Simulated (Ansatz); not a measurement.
The same molecule with X = B, Al, Ga, In. Ansatz, PBE0-D4/def2-TZVP geometries, multiplicity 1. Each molecule was computed in one conformer, which needn't be the lowest.

Elements past krypton have def2 core potentials. Scalar relativity is left out up to krypton.

| X | molecule | mean X–F bond length / Å | mean X–O bond length / Å | HOMO–LUMO gap (PBE0/def2-TZVPP) / eV | size of the dipole moment (PBE/def2-TZVPP) / D | HOMO–LUMO gap (ωB97M-V/def2-TZVPP) / eV |
| --- | --- | --- | --- | --- | --- | --- |
| B | `OB(F)F` | 1.322 | 1.345 | 11.07 | 1.93 | 14.85 |
| Al | `[OH][Al]([F])[F]` | 1.635 | 1.674 | 8.85 | 1.92 | 12.97 |
| Ga | `[OH][Ga]([F])[F]` | 1.733 | 1.757 | 8.21 | 2.01 | 12.61 |

(1) Give the row for X = In, `[OH][In]([F])[F]`. (Estimate.)

Results:

(1) Ansatz gave: 
```tsv
X	molecule	mean X–F bond length / Å	mean X–O bond length / Å	HOMO–LUMO gap (PBE0/def2-TZVPP) / eV	size of the dipole moment (PBE/def2-TZVPP) / D	HOMO–LUMO gap (ωB97M-V/def2-TZVPP) / eV
In	`[OH][In]([F])[F]`	1.928	1.954	6.82	2.14	11.29
```

From B to In the mean X–F bond length rises at each step, by 0.606 Å in all; the mean X–O bond length rises at each step, by 0.609 Å in all; the HOMO–LUMO gap (PBE0/def2-TZVPP) falls at each step, by 4.25 eV in all; the HOMO–LUMO gap (ωB97M-V/def2-TZVPP) falls at each step, by 3.56 eV in all. Bonds lengthen as the atom grows down the group. Dipoles are sizes alone, and their direction can turn along the series.
